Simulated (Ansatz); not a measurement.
Reaction (formal exchange of groups at the Se–Ga bond): `[NH2][GaH][SeH]` + `OCF` → `OC(F)[SeH]` + `[NH2][GaH2]`

Calculated with Ansatz (gas phase, PBE0-D4/def2-TZVP geometries, no zero-point term in ΔE). CCSD(T)/CBS adds triple-zeta CCSD(T) − MP2 to the extrapolated MP2 energy (def2 sets, frozen cores). DFT in def2-TZVPP. For Ga, Se outer-core shells are correlated without core-valence functions, which leaves a few kJ/mol of doubt a bond. Scalar relativity is left out up to krypton. One conformer a species, not always the lowest.

CCSD(T)/CBS gives +1.59 eV.

(1) Another level gave +1.60 eV. Which?
A. SCS-MP2/def2-TZVPP
B. PBE0-D4/def2-TZVPP
C. BLYP-D4/def2-TZVPP
D. ωB97M-V/def2-TZVPP

Largest T1 diagnostic among the species: 0.014.

Answers

(1) A. SCS-MP2/def2-TZVPP 1.60, ωB97M-V 1.51, PBE0-D4 1.55, BLYP-D4 1.43 eV.

From BLYP to BHLYP (50 % exact exchange), in def2-TZVPP and without D4, ΔE moves by +0.18 eV. Leaving LDA and LC-ωPBE aside and taking each functional with its dispersion term where it has one, the values, not all of them listed here, spread over 0.25 eV, from revPBE-D4 to BHLYP-D4. LDA lies −0.09 eV from PBE without D4.
